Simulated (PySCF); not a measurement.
Compound: GaH3.
SMILES: `[GaH3]`

The closed-shell ground state was solved at several levels (PySCF, density fitting, gas phase). Geometry: GFN2-xTB; no solvent, vibrations or thermal averaging. The calculation is non-relativistic and has no spin–orbit coupling, an omission that weighs most on gallium. The dipole stays under 0.02 D at every level.

| level | basis functions | total energy (Eh) | HOMO (eV) | LUMO (eV) | gap (eV) |
| --- | --- | --- | --- | --- | --- |
| PBE0/def2-SVPD | 62 | -1926.1133 | -8.58 | -1.82 | 6.76 |
| B3LYP/pcJ-1 (pcSseg-1 on Ga) | 71 | -1926.4821 | -8.49 | -2.18 | 6.31 |

**Question.** Estimate the row for PBE0/pcSseg-1, a basis of 56 functions; the other rows only guide the guess.

**Answer.** Total energy -1926.1560 Eh, HOMO -8.68 eV, LUMO -1.88 eV, gap 6.80 eV.

**Question.** Over all these levels, which gives the widest orbital gap and which the narrowest?

**Answer.** PBE0/pcSseg-1 (global hybrid, 25 % exact exchange) has the widest, 6.80 eV, and B3LYP/pcJ-1 (pcSseg-1 on Ga) (global hybrid, 20 % exact exchange) the narrowest, 6.31 eV. Functional and basis both differ between the two, so the spread mixes both effects.
